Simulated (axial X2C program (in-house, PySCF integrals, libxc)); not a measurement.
# Which molecule has these constants?

Calculated with an in-house all-electron X2C program for linear molecules (integrals from PySCF), spin-free (one-electron X2C) or two-component (2c: spin–orbit coupling with atomic mean-field Coulomb and Gaunt terms, which also bring small scalar terms), in Dyall basis sets with cores contracted in-house; open shells are unrestricted.

A two-component CCSD(T) calculation in a Dyall 3-zeta basis gave Re = 1.885 Å, ωe = 688.0 cm⁻¹, De = 4.83 eV, Ω = 0.

Which molecule is it?
A. SnI⁺
B. SnF⁺
C. SnCl⁺
D. SnBr⁺

B. The others have SnBr⁺ 2.417 Å and 297.9 cm⁻¹ (Ω = 0); SnCl⁺ 2.282 Å and 422.6 cm⁻¹ (Ω = 0); SnI⁺ 2.623 Å and 236.3 cm⁻¹ (Ω = 0).

Frozen shells (counts by l): SnF⁺ Sn 4s3p2d, F 1s, 10 electrons correlated; SnBr⁺ Sn 4s3p2d, Br 3s2p1d, 10 electrons correlated; SnCl⁺ Sn 4s3p2d, Cl 2s1p, 10 electrons correlated; SnI⁺ I 4s3p2d, Sn 4s3p2d, 10 electrons correlated. Coupled cluster in natural virtuals with an MP2 remainder. Where the outer core of a metal is frozen, bonds come out longer and ionisation energies lower.

Each entry is the lowest single determinant of a limited PBE0 search at one distance. De goes to single-determinant-based atoms at the same level (for ions the charge split of lowest energy) and is withheld (n/a) where an atom does not fit its ground term or J level. Main or longest-lived isotopes.
